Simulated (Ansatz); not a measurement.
`CB(F)O[SiH3]` + `[AlH2][BH]O[SiH3]` → `C[B](F)[AlH2]` + `[SiH3]OBO[SiH3]`  (redistribution)

Calculated with Ansatz (gas phase, PBE0-D4/def2-TZVP geometries, no zero-point term in ΔE). CCSD(T)/CBS adds triple-zeta CCSD(T) − MP2 to the extrapolated MP2 energy (def2 sets, frozen cores). DFT in def2-TZVPP. Each species was taken in one conformer, which may not be the lowest.

| level | ΔE (eV) |
| --- | --- |
| BLYP-D4 | 0.02 |
| B97M-V | 0.06 |
| BHLYP-D4 | 0.04 |
| HF/def2-QZVPP | 0.07 |

What does CCSD(T)/CBS give? (An estimate is asked.)

Ansatz gave: +0.05 eV. The listed levels differ from it by -0.03, 0.01, -0.01, 0.02 eV.

What do rigid-rotor, harmonic-oscillator terms from PBE0-D4/def2-TZVP frequencies (298.15 K, 1 bar) make of the CCSD(T)/CBS value? (An estimate is asked.)

The calculation gave: ΔZPE = 0.00 eV, ΔH = +0.06 eV, ΔS = 4 J/(mol·K), ΔG = +0.05 eV. Modes under 50 cm⁻¹ make the entropy rough.

Largest T1 diagnostic among the species: 0.013.

Leaving LDA and LC-ωPBE aside and taking each functional with its dispersion term where it has one, the values spread over 0.04 eV, from BLYP-D4 to B97M-V.
